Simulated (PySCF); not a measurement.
**Potential energy of YbBr along the bond**

Set-up: PySCF, spin-free X2C with a Gaussian nucleus, basis sets Yb x2c-SVPall, Br x2c-SVPall. Energies in eV from Yb (4f14 6s2) + Br in their ground configurations at the same level. State: doublet, about 14.0 electrons in the 4f shell (Mulliken).

All columns are M06. A positive dipole means Yb(−)Br(+).

```csv
R (Å),E (eV),μ (D),Mulliken charge on Yb (basis-dependent),HOMO (eV),LUMO (eV),Mayer bond order,⟨S²⟩
2.277,-2.053,-3.92,0.28,-4.01,-1.09,1.26,0.75
2.383,-2.544,-4.29,0.33,-4.12,-1.17,1.17,0.75
2.489,-2.810,-4.71,0.38,-4.23,-1.26,1.10,0.75
2.569,-2.902,-5.04,0.41,-4.32,-1.34,1.05,0.75
2.648,-2.927,-5.40,0.43,-4.40,-1.43,1.01,0.75
2.727,-2.902,-5.77,0.45,-4.49,-1.58,0.98,0.75
2.833,-2.812,-6.28,0.47,-4.60,-1.71,0.94,0.75
2.966,-2.639,-6.95,0.50,-4.73,-1.89,0.90,0.75
3.125,-2.385,-7.76,0.51,-4.88,-2.18,0.86,0.75
3.337,-2.016,-8.82,0.53,-5.07,-2.82,0.82,0.76
```

A fit through these points gives, at Re = 2.644 Å, μ = -5.38 D and dμ/dR = -4.53 D/Å; the reduced mass is 54.29 u.

Task: How strong is the fundamental in the double-harmonic approximation, I = 42.26·(dμ/dR)²/μred km/mol?

Result: I = 42.26·(-4.53)²/54.29 = 16.0 km/mol at M06.

These are scalar-relativistic numbers at best; spin–orbit coupling would shift them, the dissociation energy most. The state is the lowest single determinant that the PBE0 search found; with open d or f shells the true ground state can be another one.
